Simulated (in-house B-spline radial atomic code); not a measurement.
A fraction x of an electron is removed from 3d in Se²⁺, starting from [Ar] 3d10 4s2 4p2 and keeping the highest spin. Level of theory: scalar-relativistic (X2C) BHandHLYP, spin-polarised, spherical fractional occupations, Fermi nucleus of rms radius 4.14 fm; calculated with an all-electron radial atomic-structure program (B-spline basis).

Caution: exact exchange at fractional occupations of open shells leaves self-interaction of up to several eV.

| x | E(x) - E(0) (eV) | 3d down level (eV) |
| --- | --- | --- |
| 0 | 0.0000 | -84.997 |
| 0.22 | 19.2141 | -89.694 |
| 0.32 | 28.2918 | -91.864 |
| 0.49 | 44.2255 | -95.601 |
| 0.5 | 45.1826 | -95.822 |
| 0.6 | ? | ? |
| 0.63 | ? | ? |
| 0.87 | 82.1720 | -104.166 |
| 0.95 | 90.5787 | -106.005 |
| 1 | 95.9079 | -107.161 |

Question: What belongs in the row x = 0.6?

Answer: An energy change of 54.8761 eV; 3d down at -98.050 eV.

Question: What belongs in the row x = 0.63?

Answer: An energy change of 57.8277 eV; 3d down at -98.723 eV.

Question: Check Janak's theorem between x = 0.22 and 0.32.

Answer: The slope of the energy is 90.78 eV; the orbital levels give 90.78 eV (-ε of the emptying orbital, averaged over the two points).
